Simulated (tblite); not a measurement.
Species: C3H7ClO2Si (charge +1 and doublet state).
Atom-mapped SMILES: `[CH2+:1][CH:2][O:3][Si@H:4]([Cl:5])[O:6][CH3:7]` (hydrogens: H8, H9 on C1; H10 on C2; H11 on Si4; H12, H13, H14 on C7)

Computed with GFN2-xTB (tblite), gas phase: L-BFGS steps from a force-field or distance-geometry start until the largest atomic force falls under 0.01 eV/Å.

Step 34: E = -653.3822 eV
```
atom  x, y, z in Å  |  force x, y, z in eV/Å
C1      3.0254   -0.4547   -0.1409   -0.009  -0.075   0.021
C2      2.0892    0.5276   -0.0473    0.037   0.023  -0.033
O3      0.8187    0.2528    0.0317   -0.025   0.023   0.019
Si4    -0.6782    0.9825   -0.0072    0.064   0.067   0.016
Cl5    -0.7463    2.7216    0.9388    0.079  -0.043  -0.044
O6     -1.7186    0.0367    0.7223   -0.012  -0.019   0.010
C7     -2.6125   -1.0325    0.6506   -0.004  -0.018   0.017
H8      4.0727   -0.2244   -0.2365   -0.026   0.025   0.031
H9      2.7347   -1.4933   -0.1052    0.013  -0.007  -0.024
H10     2.3858    1.5747   -0.0517   -0.062   0.008   0.068
H11    -0.7809    1.0296   -1.4622   -0.119  -0.007  -0.060
H12    -2.1033   -1.9800    0.8342    0.068  -0.005  -0.030
H13    -3.1318   -1.0494   -0.3072    0.021  -0.002  -0.048
H14    -3.3555   -0.8916    1.4413   -0.022   0.030   0.058
```

Step 35: E = -653.3848 eV
```
atom  x, y, z in Å  |  force x, y, z in eV/Å
C1      3.0273   -0.4559   -0.1339   -0.041  -0.048  -0.010
C2      2.0898    0.5271   -0.0504    0.006  -0.002  -0.025
O3      0.8177    0.2532    0.0116   -0.043   0.035   0.019
Si4    -0.6808    0.9870   -0.0175    0.107  -0.001  -0.023
Cl5    -0.7389    2.7137    0.9462    0.075  -0.006  -0.024
O6     -1.7174    0.0335    0.7067    0.009   0.039   0.046
C7     -2.6124   -1.0326    0.6546   -0.017  -0.050   0.002
H8      4.0755   -0.2258   -0.2131   -0.007   0.037   0.033
H9      2.7380   -1.4953   -0.1160   -0.002  -0.004  -0.008
H10     2.3837    1.5749   -0.0467   -0.041   0.003   0.069
H11    -0.7915    1.0455   -1.4720   -0.109  -0.012  -0.043
H12    -2.1021   -1.9781    0.8397    0.084  -0.043  -0.016
H13    -3.1391   -1.0587   -0.2977   -0.008   0.002  -0.088
H14    -3.3504   -0.8889    1.4494   -0.013   0.051   0.065
```

Problem. Estimate the geometry and energy of step 36. (The exact step hangs on the optimiser's Hessian estimate; all steps are aligned on step 35, rigid shifts and turns removed.)

Solution. E = -653.3871 eV, largest force 0.129 eV/Å
```
atom  x, y, z in Å  |  force x, y, z in eV/Å
C1      3.0280   -0.4574   -0.1262   -0.045  -0.015  -0.043
C2      2.0897    0.5265   -0.0538   -0.027  -0.022  -0.016
O3      0.8159    0.2540   -0.0105   -0.037   0.025   0.014
Si4    -0.6817    0.9912   -0.0297    0.095  -0.068  -0.055
Cl5    -0.7285    2.7045    0.9543    0.072   0.031  -0.005
O6     -1.7155    0.0307    0.6904    0.014   0.071   0.060
C7     -2.6123   -1.0337    0.6586   -0.012  -0.053  -0.009
H8      4.0778   -0.2271   -0.1835   -0.012   0.043   0.035
H9      2.7413   -1.4979   -0.1306   -0.018   0.011   0.012
H10     2.3790    1.5757   -0.0415   -0.010  -0.013   0.074
H11    -0.8042    1.0632   -1.4838   -0.096  -0.018  -0.015
H12    -2.0986   -1.9766    0.8462    0.079  -0.056  -0.012
H13    -3.1478   -1.0689   -0.2887   -0.013   0.005  -0.086
H14    -3.3437   -0.8847    1.4596    0.011   0.060   0.047
```

The energy changes by -0.0023 eV. The first-order estimate −F·Δx gives -0.0032 eV and the mean of the old and new forces, exact on a quadratic surface, -0.0024 eV. The step makes an angle of 79° with the force vector and moves no atom by more than 0.030 Å.

What follows is the cost of the whole relaxation. Time: 0.83 s of wall time. Hardware: one thread, Arm Neoverse V1 (aarch64) (shared host).
